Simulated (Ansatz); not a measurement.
`FC(F)(F)C[O][Ge]([Cl])([Cl])[Cl]` and `[F][In]([F])[O]CC(F)(F)F` differ in one atom or group.

Ansatz, PBE0-D4/def2-TZVP geometries, multiplicity 1. Each molecule was computed in one conformer, which needn't be the lowest. `[F][In]([F])[O]CC(F)(F)F` holds a close contact that its SMILES doesn't draw: F···In 2.52 Å.

Elements past krypton have def2 core potentials. Scalar relativity is left out up to krypton.

```json
{"property": "HOMO energy (B3LYP/def2-TZVPP) / eV", "`FC(F)(F)C[O][Ge]([Cl])([Cl])[Cl]`": "-9.21"}
{"property": "HOMO energy (PBE0/def2-TZVPP) / eV", "`FC(F)(F)C[O][Ge]([Cl])([Cl])[Cl]`": "-9.47"}
{"property": "HOMO–LUMO gap (B3LYP/def2-TZVPP) / eV", "`FC(F)(F)C[O][Ge]([Cl])([Cl])[Cl]`": "6.95"}
{"property": "size of the dipole moment (B3LYP/def2-TZVPP) / D", "`FC(F)(F)C[O][Ge]([Cl])([Cl])[Cl]`": "1.79"}
{"property": "LUMO energy (ωB97M-V/def2-TZVPP) / eV", "`FC(F)(F)C[O][Ge]([Cl])([Cl])[Cl]`": "0.16"}
{"property": "HOMO energy (PBE/def2-TZVPP) / eV", "`FC(F)(F)C[O][Ge]([Cl])([Cl])[Cl]`": "-7.80"}
```

Problem. What does the change do to each property? (Estimate.)

Solution. The calculation gave: 
| property | `[F][In]([F])[O]CC(F)(F)F` | shift |
| --- | --- | --- |
| HOMO energy (B3LYP/def2-TZVPP) / eV | -8.74 | 0.47 |
| HOMO energy (PBE0/def2-TZVPP) / eV | -8.97 | 0.50 |
| HOMO–LUMO gap (B3LYP/def2-TZVPP) / eV | 5.67 | -1.28 |
| size of the dipole moment (B3LYP/def2-TZVPP) / D | 2.90 | 1.11 |
| LUMO energy (ωB97M-V/def2-TZVPP) / eV | -0.69 | -0.85 |
| HOMO energy (PBE/def2-TZVPP) / eV | -7.29 | 0.51 |

With PBE0 the HOMO rises by 0.50 eV and the LUMO falls by 0.74 eV, so the gap narrows by about 1.24 eV. PBE moves the HOMO by 0.51 eV and ωB97M-V by 0.47 eV. Dipoles are sizes alone; their direction can turn.

Positive LUMOs are unbound, so they and the gaps depend on the basis.

B3LYP here is the variant with VWN-RPA as its local correlation; programs differ in this.
